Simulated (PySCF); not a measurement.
Rows and methods have been separated. Pair them.

C5H6F2.
SMILES: `FC(F)[C@H]1C=CC1`

The closed-shell ground state was solved 4 times with PySCF (density fitting, gas phase), always with PBE0, in these basis sets: 6-311+G(2d,p), STO-3G, pcJ-1 and pcSseg-0. The structure is a single PBE0-D3(BJ)/def2-SVP conformer in the gas phase; no vibrational or solvent corrections.

```json
{"row": "P", "total energy (Eh)": "-393.3572", "HOMO (eV)": "-7.68", "LUMO (eV)": "-0.06", "dipole (D)": "2.26"}
{"row": "Q", "total energy (Eh)": "-392.4406", "HOMO (eV)": "-7.88", "LUMO (eV)": "-0.05", "dipole (D)": "2.53"}
{"row": "R", "total energy (Eh)": "-393.4715", "HOMO (eV)": "-7.69", "LUMO (eV)": "-0.20", "dipole (D)": "2.40"}
{"row": "S", "total energy (Eh)": "-388.1375", "HOMO (eV)": "-4.95", "LUMO (eV)": "3.29", "dipole (D)": "1.11"}
```

Which basis belongs to which row?

P = pcJ-1, Q = pcSseg-0, R = 6-311+G(2d,p), S = STO-3G. From the lowest total energy up: 6-311+G(2d,p) (225 functions) 0 eV; pcJ-1 (249 functions) +3.11 eV; pcSseg-0 (75 functions) +28.05 eV; STO-3G (41 functions) +145.15 eV.

Conformer computed: `[F:1][CH:2]([F:3])[C@H:4]1[CH:5]=[CH:6][CH2:7]1`: F1–C2–C4–C5 -172°.
